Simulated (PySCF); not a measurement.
# Selenium: a sound run and one with changed settings

Sound run: Se⁺ [Ar] 3d10 4s2 4p3, Se²⁺ [Ar] 3d10 4s2 4p2. All numbers are calculated (PySCF 2.14, the spin-free X2C one-electron Hamiltonian (Gaussian nucleus), in jorge-DZP-DKH). In the sound run the correlated levels freeze [Ar] 3d10. The sound run starts from symmetry-adapted Hartree-Fock orbitals and uses a fine grid where one is needed.

Changed run: no relativity, point nucleus. This setting is unsound on purpose.

```csv
species,method,sound run (hartree),changed run (hartree),converged
Se⁺,UHF,-2427.62254,-2392.98396,yes
Se⁺,PBE0,-2429.04416,-2394.31448,yes
Se⁺,LDA,-2425.73904,-2391.19105,yes
Se⁺,MP2,-2427.64960,-2393.01067,yes
Se⁺,CCSD(T),-2427.65543,-2393.01646,yes
Se²⁺,UHF,-2426.85370,-2392.21366,yes
Se²⁺,PBE0,-2428.25797,-2393.52678,yes
Se²⁺,LDA,-2424.94957,-2390.40012,yes
Se²⁺,MP2,-2426.88091,-2392.24079,yes
Se²⁺,CCSD(T),-2426.88988,-2392.25006,yes
```

Ionisation energy of Se⁺:

```tsv
method	sound run (eV)	changed run (eV)
UHF	20.921	20.961
PBE0	21.393	21.434
LDA	21.483	21.522
MP2	20.917	20.950
SCS-MP2	20.851	20.883
CCSD	20.831	20.855
CCSD(T)	20.832	20.855
```

Most of the change in total energy is the relativistic energy itself. On top of that the contraction fixes the core shape for the Hamiltonian it was made with, so the changed run is not a good calculation with the other Hamiltonian either.

For comparison, NIST gives 21.196 ± 0.01 eV between the lowest levels.
